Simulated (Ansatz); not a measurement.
The cluster Cd₂Se (the lowest singlet isomer of a short search) was relaxed with PBE-D4 (def2-TZVP) in Ansatz in these states: charge +1 doublet, neutral quintet, neutral singlet, neutral triplet. The geometries follow in no particular order.

In the def2 sets Cd takes a core potential; there is no spin–orbit coupling.

A:

Cartesian coordinates in Å:
```
Cd 1.8274 0.1491 -0.8632
Cd -1.0459 -0.5189 1.6564
Se -0.7815 0.3698 -0.7932
```

B:

```xyz
3

Cd    2.6588    0.3353    0.1144
Cd   -2.6588   -0.3353   -0.1144
Se    0.0000    0.0000    0.0000
```

C:

```xyz
3

Cd   -1.786   -1.279    0.216
Cd    1.620    1.060   -1.061
Se    0.167    0.219    0.846
```

D:

Cartesian coordinates in Å:
```
Cd -0.3169 2.1775 -1.2452
Cd 0.3159 -2.1788 1.2434
Se 0.0010 0.0013 0.0018
```

Problem. Judge from the bond lengths which geometry belongs to which state (an estimate).

Solution. A is the neutral triplet (Cd1–Se3 2.619 Å, Cd2–Se3 2.619 Å); B is the neutral quintet (Cd1–Se3 2.682 Å, Cd2–Se3 2.682 Å); C is the charge +1 doublet (Cd1–Se3 2.541 Å, Cd2–Se3 2.541 Å); D is the neutral singlet (Cd1–Se3 2.528 Å, Cd2–Se3 2.528 Å).
